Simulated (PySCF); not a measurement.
## Excitation energy of B by level of theory

B [He] 2s2 2p1 (2P) → B [He] 2s1 2p1 3s1 (4P), as a difference of total energies. Calculation: PySCF 2.14, in aug-cc-pVTZ with one added diffuse shell each of s, p, d, f type (6s5p4d3f, 62 functions); the non-relativistic Hamiltonian (point nucleus). Correlated levels: valence: 1s2 frozen. The calculations carry no spin-orbit coupling.

```csv
method,excitation energy (eV)
UHF,7.984
LDA,9.228
PBE,9.142
PBE0,9.122
r2SCAN,9.036
wB97M-V,9.421
M06-2X,9.578
wB97X,9.219
B2PLYP,9.404
MP2 (valence),9.044
SCS-MP2 (valence),9.309
```

How much does correlation contribute at MP2 (valence)?

9.044 − (7.984) = 1.060 eV, measured against UHF.

The upper state lies above the first ionisation limit, but in LS coupling its spin forbids autoionisation to the ground ion. A Rydberg-like electron needs more diffuse functions than a valence basis has.

The promoted electron is Rydberg-like, and one or two diffuse shells describe it only roughly, which tends to raise the upper state.
